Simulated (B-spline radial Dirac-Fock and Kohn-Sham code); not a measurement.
# Photoemission from Tm at 15000 eV, detector at θ = 60°, φ = 180°

System: the Tm atom in the configuration 1s2 2s2 2p6 3s2 3p6 3d10 4s2 4p6 4d10 4f13 5s2 5p6 6s2. Model: Dirac-Hartree-Slater photoionisation with a Latter tail; cross sections with all multipoles, angular parameters from the dipole term and its interference with E2. Program: a radial B-spline solver. Thresholds are tabulated edges, those marked * orbital energies of the model. For linearly polarised light dσ/dΩ = σ/(4π) [1 + β P₂(cos θ) + (δ + γ cos²θ) sin θ cos φ], with θ from the polarisation vector and φ the angle between the beam and the projection of the electron momentum on the plane normal to the polarisation. The dipole factor is 1 + βP₂ and the non-dipole term is the rest of the bracket. Open shells are filled statistically over j.

Input file task.json (cfg lists n, l and occupation; rrms is the nuclear radius in fm):

```json
{"items": [{
  "Z": 69,
  "q": 0,
  "cfg": [[1, 0, 2], [2, 0, 2], [2, 1, 6], [3, 0, 2], [3, 1, 6], [3, 2, 10], [4, 0, 2], [4, 1, 6], [4, 2, 10], [4, 3, 13], [5, 0, 2], [5, 1, 6], [6, 0, 2]],
  "A": 169,
  "rrms": 5.2256,
  "do": "xps",
  "hv": [56.5, 72.3, 99.8, 100, 112.0, 136.0, 200, 213.0, 368.0, 522.0, 600, 640.0, 1000, 1010.0, 1300.0, 1430.0, 1470.0, 2000, 2440.0, 2920.0, 2984.4, 2990.0, 3110.0, 3680.0, 5360.0, 5970.0, 6160.0, 12000, 12200.0, 15000],
  "edges": {"K": 59390.0, "L1": 10116.0, "L2": 9617.0, "L3": 8648.0, "M1": 2307.0, "M2": 2090.0, "M3": 1885.0, "M4": 1515.0, "M5": 1468.0, "N1": 470.9, "N2": 385.9, "N3": 332.6, "N4": 175.5, "N5": 175.5}
}]}
```

Command: `python xray2_run.py task.json out`

```
subshell  threshold (eV)   σ (kb)     β      γ       δ  dipole factor  non-dipole term  dσ/dΩ (kb/sr)
      2s         10116.0     5.93  1.97  -0.11  -0.002          0.754           +0.025          0.368
   2p1/2          9617.0     7.37  1.43   0.76   0.064          0.821           -0.220          0.353
   2p3/2          8648.0     11.3  1.55   1.01   0.077          0.806           -0.284          0.469
      3s          2307.0     1.39  1.97   0.13  -0.002          0.754           -0.027         0.0806
   3p1/2          2090.0     1.26  1.42   1.33   0.052          0.822           -0.334         0.0488
   3p3/2          1885.0     1.98  1.53   1.51   0.057          0.808           -0.376         0.0679
   3d3/2          1515.0    0.488  0.94   2.02   0.303          0.883           -0.701        0.00708
   3d5/2          1468.0    0.631  0.83   1.94   0.341          0.896           -0.715        0.00908
      4s           470.9    0.342  1.97   0.23  -0.001          0.754           -0.049         0.0192
   4p1/2           385.9    0.279  1.41   1.42   0.051          0.824           -0.351         0.0105
   4p3/2           332.6    0.431  1.52   1.58   0.054          0.810           -0.389         0.0145
   4d3/2           175.5    0.100  0.90   2.01   0.296          0.887           -0.693        0.00155
   4d5/2           175.5    0.129  0.80   1.92   0.336          0.900           -0.708        0.00197
   4f5/2          10.26*  0.00260  0.49   1.70   0.685          0.939           -0.962            ≈ 0
   4f7/2           8.93*  0.00312  0.48   1.64   0.706          0.940           -0.968            ≈ 0
      5s          57.65*   0.0556  1.97   0.26  -0.001          0.754           -0.055        0.00309
   5p1/2          34.92*   0.0363  1.40   1.43   0.050          0.824           -0.354        0.00136
   5p3/2          28.84*   0.0531  1.52   1.59   0.053          0.811           -0.391        0.00177
      6s           5.33*  0.00390  1.97   0.26  -0.001          0.754           -0.055       0.000217
```

Values without a named source are computed, but for edge energies of neutral atoms, which are taken from tables.
